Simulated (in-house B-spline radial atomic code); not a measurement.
A run on Ar (an excited or competing configuration) that did not converge. Method: non-relativistic B97-1, spin-polarised, spherical fractional occupations, point nucleus; computed with an all-electron radial atomic-structure program (B-spline basis).

Command:
```bash
python run_scf.py task.json out
```
Settings:
```
Z                18
configuration    [Ne] 3s1 3p6 4d1
hamiltonian      nr
method           b97_1
spin_polarised   True
```

First and last ten iterations of the last attempt (damped for 15 steps, keeping 80 % of the old Fock matrix, then DIIS):
```
 iter        energy (Eh)    residual
    1        -523.547201    2.70e-01
    2        -525.485738    1.44e-01
    3        -525.941796    1.03e-01
    4        -526.176893    7.31e-02
    5        -526.294411    5.15e-02
    6        -526.351328    3.63e-02
    7        -526.379424    2.56e-02
    8        -526.393200    1.83e-02
    9        -526.399958    1.34e-02
   10        -526.403255    9.81e-03
  111        -526.407385    3.59e-04
  112        -526.407410    3.15e-04
  113        -526.407431    3.05e-04
  114        -526.407435    3.29e-04
  115        -526.407428    2.58e-04
  116        -526.407404    3.81e-04
  117        -526.407460    3.88e-04
  118        -526.407500    4.62e-04
  119        -526.407531    3.71e-04
  120        -526.407496    5.58e-04
 not converged after 120 iterations
```

The smallest residual met was 1.9e-04; the threshold is about 2e-07. No energy from this run should be used. Cost of the run: 2.4 s on 1 thread of Arm Neoverse V1, on a shared host.
